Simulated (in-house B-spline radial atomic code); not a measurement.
## LC-wPBE excitations of the aluminium ion Al³⁺

Method: LC-wPBE. Computed with an all-electron radial atomic-structure program (B-spline basis): linear response of the closed shell [He] 2s2 2p6 with the functional's adiabatic kernel; scalar-relativistic (spin-free one-electron X2C), finite nucleus, no spin-orbit coupling, no double excitations, S, P, D and F terms only. Only terms of natural parity with L up to 3 were computed.

Command:
```bash
python run_td.py task.json out
```
Settings (radii: box in bohr, nucleus in fm):
```
Z                        13
electrons                10
configuration            [He] 2s2 2p6
hamiltonian              x2c
method                   lc_wpbe
box_radius               23.08
rms_radius               3.061
intervals                74
```

Cost of the run: 0.8 s on 1 thread of Arm Neoverse N1, on a shared host.

The lowest states, in the order of their Tamm-Dancoff energies; the method's threshold (minus the highest occupied level) is 110.05 eV. Labels give the largest channel, * marks a mixed state, and oscillator strengths are full-response dipole values. Semilocal kernels can invert the small singlet-triplet splittings of Rydberg terms. Energies in eV:

```
     state  full response  Tamm-Dancoff  oscillator strength
2p → 3s 3P          70.67         70.68                    -
2p → 3s 1P          71.44         71.46                0.188
2p → 3p 3S          77.48         77.50                    -
2p → 3p 3D          77.96         77.97                    -
2p → 3p 1D          78.48         78.48                    -
2p → 3p 1S          81.59         81.91                    -
2p → 3d 3P          86.99         86.99                    -
2p → 3d 3F          87.06         87.06                    -
2p → 3d 1F              ?             ?                    -
2p → 3d 1P          87.88         87.91                0.533
2p → 4s 3P          90.51         90.51                    -
2p → 4s 1P          90.74         90.74               0.0421
2p → 4p 3S          92.94         92.95                    -
2p → 4p 3D          93.13         93.13                    -
2p → 4p 1D          93.32         93.32                    -
2p → 4p 1S              ?             ?                    -
2p → 4d 3P          96.57         96.57                    -
2p → 4d 3F          96.61         96.61                    -
2p → 4d 1F          96.71         96.71                    -
2p → 4f 3D          96.80         96.80                    -
2p → 4f 1D          96.81         96.81                    -
2p → 4d 1P          97.09         97.11                0.271
```

Problem. Where does 2p → 3d 1F lie?

Solution. At 87.23 eV in full response, 87.23 eV in Tamm-Dancoff.

Problem. Where does 2p → 4p 1S lie?

Solution. At 94.50 eV in full response, 94.63 eV in Tamm-Dancoff.

Problem. How large is the singlet-triplet splitting of 2p → 3s (P terms) in Tamm-Dancoff?

Solution. 0.773 eV, from the unrounded values.

Problem. What polarisabilities and dispersion coefficient does the method give?

Solution. Dipole 0.2828 bohr³, quadrupole 0.2437 bohr⁵, C6 0.2645 hartree·bohr⁶ for two such species.
